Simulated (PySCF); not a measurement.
Choosing a molecule for a target property.

All species are isolated and taken at one optimised geometry, non-relativistic unless stated; the electronic structure was computed with PySCF and density fitting.

Dipoles, sizes and rotational constants follow the conformer. The torsions of the flexible species, by atom-mapped SMILES:
- `[CH3:1][O:2][C@@H:3]1[C@H:4]([SiH3:5])[C@@H:6]1[O:7][CH3:8]`: C1–O2–C3–C4 141°, C4–C6–O7–C8 82°
- `[CH3:1][c:2]1[p:3][cH:4][cH:5][n:6]1[C:7]([CH3:8])([CH3:9])[CH3:10]`: C5–N6–C7–C8 -102°
- `[O:1]=[P:2]([OH:3])([OH:4])[c:5]1[cH:6][cH:7][cH:8][cH:9][c:10]1[F:11]`: O1–P2–C5–C6 -101°, H–O3–P2–O1 -160°, H–O4–P2–O1 -34°
- `[CH3:1]/[C:2](=[P:3]\[CH2:4][C:5]#[N:6])[C:7]([CH3:8])([CH3:9])[CH3:10]`: C2–P3–C4–C5 -70°, C1–C2–C7–C8 61°

Question: Wanted: dipole moment between 4.1 D and 4.6 D (PBE0/pcSseg-1) and HOMO–LUMO gap below 7 eV (PBE0/pcSseg-1), at GFN2-xTB geometries. Which candidate meets both?
A. `O=P(O)(O)c1ccccc1F`
B. `C/C(=P\CC#N)C(C)(C)C`
C. `Cc1pccn1C(C)(C)C`
D. `CO[C@@H]1[C@H]([SiH3])[C@@H]1OC`

Answer: C. Computed values:
| species | dipole moment | HOMO–LUMO gap |
| --- | --- | --- |
| CO[C@@H]1[C@H]([SiH3])[C@@H]1OC | 2.05 D | 8.28 eV |
| C/C(=P\CC#N)C(C)(C)C | 3.95 D | 5.52 eV |
| Cc1pccn1C(C)(C)C | 4.30 D | 5.97 eV |
| O=P(O)(O)c1ccccc1F | 4.97 D | 6.53 eV |
